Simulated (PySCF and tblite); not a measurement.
Values are calculated unless marked as measured or tabulated.
System: C₃H₄ClF₃, numbered as in [CH3:1][C@@:2]([F:3])([Cl:4])[CH:5]([F:6])[F:7].

Motion: rotation about the C2–C5 bond (torsion C1–C2–C5–F6 from 60° to 172°, rising). GFN2-xTB gives an electronic barrier of 3.6 kcal/mol and a reaction energy of 2.4 kcal/mol.

Problem. What does revPBE/pcSseg-1 + D3(BJ), IEF-PCM methanol give on PBE0-D3(BJ)/def2-SVP geometries?

Solution. A barrier of 4.8 kcal/mol, 1.3 above the tight-binding barrier (from unrounded values), a reaction energy of 1.1 kcal/mol and, with GFN2-xTB thermal terms, ΔG‡(298 K) = 5.6 kcal/mol and k = 5×10⁸ s⁻¹ (1 equivalent path).

Problem. And the level of the geometries itself, PBE0-D3(BJ)/def2-SVP?

Solution. 5.4 kcal/mol.

Programs: tblite and PySCF.
